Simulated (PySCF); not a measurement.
# Electron correlation in Cr¹⁹⁺ (chromium, charge +19)

Starting occupation: [He] 2s2 2p1, 2p3/2 with m_j = +3/2. All numbers are calculated (PySCF 2.14, X2C-1e with screened-nucleus spin-orbit coupling, Gaussian nucleus, in an uncontracted even-tempered set (17 s from 4.6 bohr⁻², ratio 2.4; 11 p from 6 bohr⁻², ratio 2.4; 5 d from 21 bohr⁻², ratio 2.6; 4 f from 31 bohr⁻², ratio 2.6)). Frozen: nothing; 5 electrons correlated; the 34 highest virtual spinors left out.

MP2 pair energies summed by pair of shells (mhartree):

```csv
pair,energy,share (%)
2s1/2-2s1/2,-97.88,49.1
1s1/2-1s1/2,-41.73,20.9
2p3/2-2s1/2,-36.97,18.6
1s1/2-2s1/2,-13.75,6.9
1s1/2-2p3/2,-8.95,4.5
```

Total MP2 correlation energy: -199.28 mhartree.
